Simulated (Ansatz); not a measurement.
Consider the ligand exchange at the Si–C bond: `NC([SiH3])[SiH2]O` + `C=CCO` → `C=CCO[SiH3]` + `NC[SiH2]O`.

Gas-phase electronic energies from Ansatz, PBE0-D4/def2-TZVP geometries. CBS: MP2 limit from def2 TZ/QZ plus the TZ coupled-cluster correction, frozen cores. DFT in def2-TZVPP. B3LYP here is the variant with VWN-RPA as its local correlation; programs differ in this. One conformer a species, not always the lowest.

| level | ΔE (kJ/mol) | difference from CCSD(T)/CBS |
| --- | --- | --- |
| PBE-D4 | -77.9 | 14.8 |
| B3LYP-D4 | -94.2 | -1.5 |
| ωB97X-V | -93.3 | -0.6 |
| B2PLYP | -99.3 | -6.6 |
| HF/def2-TZVPP | -116.7 | -24.0 |
| MP2/def2-TZVPP | -94.9 | -2.2 |
| SCS-MP2/def2-TZVPP | -99.7 | -7.0 |
| MP2/def2-QZVPP | -95.0 | -2.3 |
| MP2/CBS(def2) | -94.2 | -1.5 |
| CCSD/CBS(def2) | -96.2 | -3.5 |
| CCSD(T)/CBS | -92.7 | 0 |

Largest T1 diagnostic among the species: 0.011.

From PBE to PBE0 (25 % exact exchange), in def2-TZVPP and without D4, ΔE moves by −5.2 kJ/mol. In def2-TZVPP, CCSD(T) changes the Hartree–Fock value by +23.4 kJ/mol (the triples alone add +3.5 kJ/mol) and MP2 by +21.8 kJ/mol. The D4 term adds +5.4 kJ/mol with B3LYP and +2.9 kJ/mol with PBE0; it sums over pairs of atoms, weighted by their polarisabilities, and B3LYP, whose exchange is more repulsive, gets the larger term.
